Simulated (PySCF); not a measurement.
FGeHS, neutral, multiplicity 1. Atoms are numbered in the order given.

```xyz
4

Ge     0.4473     0.5195     0.0000
F     -1.1643     1.2539     0.0000
S     -0.2990    -1.6121     0.0000
H      0.9490    -2.1160     0.0000
```

The structure is a stationary point at B3LYP-D3(BJ)/def2-TZVP. The values are those of a single conformer.

Vertical ionisation energy (IE) and electron affinity (EA) in eV. Rows of orbital energies are one-electron estimates. Where ΔSCF, EOM or ADC give a negative EA the extra electron is unbound and the value depends on the basis.

```tsv
level	IE	EA
−ε(HOMO), −ε(LUMO), B3LYP/def2-TZVPD (PySCF)	?	?
ADC(2)/aug-cc-pVDZ (PySCF)	9.50	0.66
```

Task: Some entries are withheld; supply them. (An estimate is asked for; the answer gives what the named calculation found.)

Result: 
- −ε(HOMO), −ε(LUMO), B3LYP/def2-TZVPD (PySCF), IE: 7.54
- −ε(HOMO), −ε(LUMO), B3LYP/def2-TZVPD (PySCF), EA: 2.80

Task: Beyond the first one, list the lowest photoelectron lines from ADC(2)/aug-cc-pVDZ (PySCF) with their pole strengths (two spins summed). (Estimate from the structure and the level; the computed values follow.)

Result: 9.90 eV (1.78), 12.35 eV (1.70), 12.69 eV (1.73), 12.76 eV (1.69), 13.85 eV (1.75).
